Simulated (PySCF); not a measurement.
Compound: C₂H₁₃NSi₃.
Geometry (GFN2-xTB, Å), atoms numbered from 1 in this order:
```
atom  x, y, z in Å
Si1    2.9512    0.1013    0.2359
N2     1.3969    0.6710   -0.2165
C3     0.4194   -0.1323   -0.9110
C4    -1.0041    0.2984   -0.5720
Si5   -2.2675   -0.8432   -1.4179
Si6   -1.2203    0.4203    1.3197
H7     2.7284   -1.1041    1.0345
H8     3.5313    1.2022    1.0013
H9     3.8426   -0.2452   -0.8855
H10    1.2918    1.6500   -0.4376
H11    0.5770   -1.1693   -0.6039
H12    0.5756   -0.0912   -2.0021
H13   -1.1493    1.3062   -0.9798
H14   -3.6182   -0.3238   -1.2033
H15   -2.0009   -0.8856   -2.8605
H16   -2.1585   -2.2009   -0.8805
H17   -2.6272    0.7373    1.5933
H18   -0.3985    1.4847    1.8957
H19   -0.8795   -0.8663    1.9284
```

Level of theory: TDDFT B3LYP/def2-SVPD, vertical, gas phase, core orbitals frozen in the response (PySCF 2.14.0, density-fitted response routines).

Lowest singlets, with some entries withheld (?).

```
state  ν̃ (cm⁻¹)  f  main configurations (H = HOMO, L = LUMO)
   S1      45130  ?                                 H→L (94%)
   S2      50480  ?                               H→L+1 (92%)
   S3      52410  ?                  H→L+2 (78%), H→L+4 (11%)
   S4      52900  ?                               H→L+3 (88%)
   S5      53890  ?      H→L+6 (44%), H→L+4 (29%), H→L+5 (9%)
   S6      54870  ?     H→L+7 (33%), H→L+4 (24%), H→L+6 (23%)
   S7      55460  ?                  H→L+5 (76%), H→L+4 (16%)
   S8      56700  ?     H→L+8 (33%), H→L+7 (24%), H→L+6 (23%)
```

Q: Fill in the withheld entries.

A: 
- S1: f = 0.019
- S2: f = 0.0042
- S3: f = 0.022
- S4: f = 0.024
- S5: f = 0.0055
- S6: f = 0.0037
- S7: f = 0.0006
- S8: f = 0.013

Q: How far apart are S3 and S5, in eV and cm⁻¹?

A: 6.681 − 6.497 = 0.184 eV, or about 1480 cm⁻¹.

Q: What is the mean static polarisability from the same response equations?

A: 115.2 au (17.07 Å³), with principal values 97.0, 114.5 and 134.0 au.

Q: Where do the lowest triplets lie (Tamm–Dancoff)?

A: T1 5.38 eV, H→L (88%), H→L+1 (8%); T2 6.13 eV, H→L+1 (82%), H→L (9%); T3 6.40 eV, H→L+2 (60%), H→L+4 (20%). E(S1) − E(T1) = +0.21 eV.

Hardware: Intel Xeon at 2.70 GHz, one thread, shared host with 64 logical CPUs at a one-minute load of 63. Cost: 75 s, 0.87 GiB resident at most.

One conformer stands for the species.
